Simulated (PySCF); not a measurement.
Compound: C2H12SSi5.
SMILES with atom numbers: `[CH3:1][C:2](=[S:3])[SiH:4]1[SiH2:5][SiH2:6][SiH2:7][SiH2:8]1`

Geometry (PBE0-D3(BJ)/def2-SVP, Å), atoms numbered from 1 in this order:
```xyz
20
C2H12SSi5 angstrom
C     -3.2398    0.1754    0.4464
C     -1.7513    0.1412    0.4117
S     -0.8206    0.4553    1.7209
Si    -0.7961   -0.2683   -1.1821
Si     0.6412    1.5704   -1.4506
Si     2.2526    1.2911    0.2509
Si     2.2379   -0.9934    0.8301
Si     0.6270   -2.0269   -0.5496
H     -3.6437   -0.8003    0.1248
H     -3.6231    0.4250    1.4459
H     -3.6117    0.9110   -0.2883
H     -1.7227   -0.5497   -2.3258
H      1.2943    1.5106   -2.7979
H     -0.1159    2.8572   -1.3405
H      3.5960    1.6786   -0.2954
H      1.9646    2.1727    1.4222
H      1.9371   -1.2089    2.2774
H      3.5769   -1.6088    0.5435
H     -0.1386   -3.1106    0.1432
H      1.2849   -2.6052   -1.7655
```

Definitions: NICS(0) = −σiso at the ring centroid; NICS(1) = −σiso and NICS(1)zz = −σzz at ±1 Å along the ring normal z. Level: GIAO KT3/pcSseg-1 (PySCF, non-relativistic, gas phase) on the PBE0-D3(BJ)/def2-SVP geometry, one conformer.

Ring bond lengths (Å): Si4–Si5 2.349, Si5–Si6 2.360, Si6–Si7 2.357, Si7–Si8 2.359, Si8–Si4 2.349.

Q: What do the NICS probes read (ppm)?

A: 
| ring | type | NICS(0) | NICS(1), two faces | NICS(1)zz, two faces | rms pucker (Å) | centre to ring atoms, mean (Å) |
| --- | --- | --- | --- | --- | --- | --- |
| Si4–Si5–Si6–Si7–Si8 | 5-membered ring with 5 Si; formal bonds all single | -2.3 | -2.5 / -2.6 | 1.1 / -4.8 | 0.26 | 1.98 |

Q: What can be read from them?

A: 
- Si4–Si5–Si6–Si7–Si8: mean NICS(1)zz -1.8 ppm, near zero. Si4, Si5, Si6, Si7, Si8 have four or more neighbours; no verdict on aromaticity is drawn. The two faces differ by 5.9 ppm, so no symmetry operation interchanges them.

Q: What is the mean of the two in-plane components of NICS at the second NICS(1) probe listed for ring Si4–Si5–Si6–Si7–Si8, 1 Å off the ring?

A: The isotropic value is a third of the trace: (3 × -2.6 − (-4.8))/2 = -1.5 ppm.

Q: How do the values depend on the level or the medium?

A: 
```json
{"level": "KT3/pcSseg-1, gas", "NICS(0), Si4–Si5–Si6–Si7–Si8": "-2.3", "mean NICS(1)zz, Si4–Si5–Si6–Si7–Si8": "-1.8"}
{"level": "PBE0/pcSseg-1, gas", "NICS(0), Si4–Si5–Si6–Si7–Si8": "-2.5", "mean NICS(1)zz, Si4–Si5–Si6–Si7–Si8": "-1.9"}
{"level": "PBE0/pcSseg-1, IEF-PCM acetone", "NICS(0), Si4–Si5–Si6–Si7–Si8": "-2.4", "mean NICS(1)zz, Si4–Si5–Si6–Si7–Si8": "-2.0"}
{"level": "PBE0/pcSseg-1, IEF-PCM chloroform", "NICS(0), Si4–Si5–Si6–Si7–Si8": "-2.4", "mean NICS(1)zz, Si4–Si5–Si6–Si7–Si8": "-1.9"}
```

The geometry is the same throughout; the continuum's cavity takes Bondi-type radii × 1.2.
